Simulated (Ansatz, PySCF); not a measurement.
C3H11BSi, SMILES CB(C)C[SiH3]. Atoms are numbered in the order given.

```xyz
16

Si     1.7932    -0.3052    -0.1131
C      0.2874    -0.1281     1.0141
B     -0.9687     0.1514     0.1245
C     -1.4198     1.6355    -0.1444
C     -1.7581    -1.0346    -0.5458
H      3.0321    -0.5318     0.6938
H      1.9896     0.9304    -0.9334
H      1.6228    -1.4611    -1.0469
H      0.2241    -1.0763     1.5740
H      0.5273     0.6957     1.7073
H     -1.9636     1.7785    -1.0908
H     -2.1369     1.8821     0.6635
H     -0.6083     2.3758    -0.0707
H     -2.8451    -0.8527    -0.5654
H     -1.4510    -1.0683    -1.6091
H     -1.5631    -2.0296    -0.1192
```

Geometry optimised at PBE0-D3(BJ)/def2-SVP. This is a generated structure with no PubChem entry under its InChIKey; it may be hypothetical. The values are those of a single conformer.

Two levels are set side by side: PBE-D3(BJ)/def2-SVP (Ansatz, a program for electronic structure) and PBE0-D3(BJ)/def2-SVP (Ansatz). Each level has its own optimised geometry; the coordinates shown are those of the second. Frequencies come from the Hessian of PySCF at each geometry. Differences are taken from unrounded values.

```
quantity                            PBE0-D3(BJ)
----------------------------------  -----------
mean bond length (Å)                      1.328
bond Si1–C2 (Å)                           1.889
bond C2–B3 (Å)                            1.564
bond B3–C4 (Å)                            1.574
bond B3–C5 (Å)                            1.574
bond Si1–H6 (Å)                           1.496
bond Si1–H7 (Å)                           1.496
bond Si1–H8 (Å)                           1.496
bond C2–H9 (Å)                            1.103
bond C2–H10 (Å)                           1.103
bond C4–H11 (Å)                           1.101
bond C4–H12 (Å)                           1.108
bond C4–H13 (Å)                           1.101
bond C5–H14 (Å)                           1.102
bond C5–H15 (Å)                           1.107
bond C5–H16 (Å)                           1.100
highest harmonic wavenumber (cm⁻¹)         3157
mean harmonic wavenumber (cm⁻¹)            1349
zero-point energy (kcal/mol)              80.99
```

Q: What does PBE-D3(BJ) give, and how far is it from PBE0-D3(BJ)? (The exact figures need the calculation; the answer reports its results.)

A: 
```csv
quantity,PBE-D3(BJ),PBE-D3(BJ) minus PBE0-D3(BJ)
mean bond length (Å),1.336,0.008
bond Si1–C2 (Å),1.903,0.013
bond C2–B3 (Å),1.569,0.005
bond B3–C4 (Å),1.579,0.005
bond B3–C5 (Å),1.580,0.005
bond Si1–H6 (Å),1.506,0.011
bond Si1–H7 (Å),1.506,0.010
bond Si1–H8 (Å),1.506,0.010
bond C2–H9 (Å),1.111,0.008
bond C2–H10 (Å),1.111,0.008
bond C4–H11 (Å),1.109,0.008
bond C4–H12 (Å),1.117,0.009
bond C4–H13 (Å),1.109,0.008
bond C5–H14 (Å),1.111,0.008
bond C5–H15 (Å),1.116,0.008
bond C5–H16 (Å),1.108,0.008
highest harmonic wavenumber (cm⁻¹),3067,-90
mean harmonic wavenumber (cm⁻¹),1308,-41
zero-point energy (kcal/mol),78.52,-2.46
```

GGA bonds tend to be longer and softer than those of functionals with exact exchange. Differences between two approximate levels are no errors against the true value.
